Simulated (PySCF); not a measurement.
Predicted microwave data (PBE0/pcSseg-1 in PySCF (dipole) on a GFN2-xTB geometry, gas phase) for one isomer of C8H16Si:

```
Rotational constants : A = 1659, B = 1033, C = 799.6 MHz
Dipole components    : |μa| = 0.72 D, |μb| = 0.53 D, |μc| = 0.32 D
Inertial defect      : -161.66 u·Å²
κ                    : -0.46
```

Task: Which structure is it? (One computed conformer of each.)
A. `[CH2:1]=[C:2]([CH3:3])/[CH:4]=[C:5](\[SiH3:6])[CH:7]([CH3:8])[CH3:9]` with C1–C2–C4–C5 172°, C4–C5–C7–C8 -98°
B. `[CH:1]#[C:2][C@@:3]([CH3:4])([CH2:5][CH3:6])[CH2:7][SiH2:8][CH3:9]` with C2–C3–C5–C6 60°, C2–C3–C7–Si8 68°, C3–C7–Si8–C9 -55°
C. `[CH2:1]=[C:2]([CH3:3])[C@@:4]1([CH3:5])[CH2:6][CH2:7][CH2:8][SiH2:9]1` with C1–C2–C4–C5 -117°, C2–C4–C6–C7 161°, C4–C6–C7–C8 -52°, C6–C7–C8–Si9 36°, C7–C8–Si9–C4 -11°
D. `[CH:1]#[C:2][C:3]([CH2:4][CH3:5])([CH2:6][CH3:7])[CH2:8][SiH3:9]` with C2–C3–C4–C5 -62°, C2–C3–C6–C7 -179°, C2–C3–C8–Si9 65°
E. `[CH2:1]=[CH:2][CH2:3][C@@H:4]1[CH2:5][SiH2:6][C@@H:7]([CH3:8])[CH2:9]1` with C1–C2–C3–C4 120°, C2–C3–C4–C5 -63°, C3–C4–C5–Si6 -161°, C4–C5–Si6–C7 14°, C5–Si6–C7–C8 -109°, Si6–C7–C9–C4 -36°
F. `CC(C)(C)[C@H]1C=CC[SiH2]1`

Result: D. It is C#CC(CC)(CC)C[SiH3], an asymmetric top, point group C1. The candidates at the same level (rigid rotor, commonest isotopes):

| SMILES | A (MHz) | B (MHz) | C (MHz) | μa (D) | μb (D) | μc (D) | Δ (u·Å²) | point group | rotor |
| --- | --- | --- | --- | --- | --- | --- | --- | --- | --- |
| C=CC[C@@H]1C[SiH2][C@@H](C)C1 | 2654 | 747.6 | 647.5 | 0.09 | 0.45 | 0.05 | -85.95 | C1 | near-prolate asymmetric top |
| C#CC(CC)(CC)C[SiH3] | 1659 | 1033 | 799.6 | 0.72 | 0.53 | 0.32 | -161.66 | C1 | asymmetric top |
| C=C(C)/C=C(\[SiH3])C(C)C | 1670 | 947.6 | 675.7 | 0.09 | 0.46 | 0.13 | -87.99 | C1 | asymmetric top |
| C#C[C@@](C)(CC)C[SiH2]C | 1849 | 915.7 | 811.0 | 0.56 | 0.00 | 0.07 | -202.01 | C1 | asymmetric top |
| CC(C)(C)[C@H]1C=CC[SiH2]1 | 2224 | 1066 | 886.4 | 0.14 | 0.22 | 0.07 | -131.15 | C1 | asymmetric top |
| C=C(C)[C@@]1(C)CCC[SiH2]1 | 2101 | 1083 | 960.0 | 0.36 | 0.03 | 0.37 | -180.78 | C1 | asymmetric top |

`CC(C)(C)[C@H]1C=CC[SiH2]1` has A 34 % too high; `C=CC[C@@H]1C[SiH2][C@@H](C)C1` has A 60 % too high; `C=C(C)/C=C(\[SiH3])C(C)C` has C 15 % too low; `C=C(C)[C@@]1(C)CCC[SiH2]1` has A 27 % too high; `C#C[C@@](C)(CC)C[SiH2]C` has A 11 % too high. No structure here is proved a minimum.
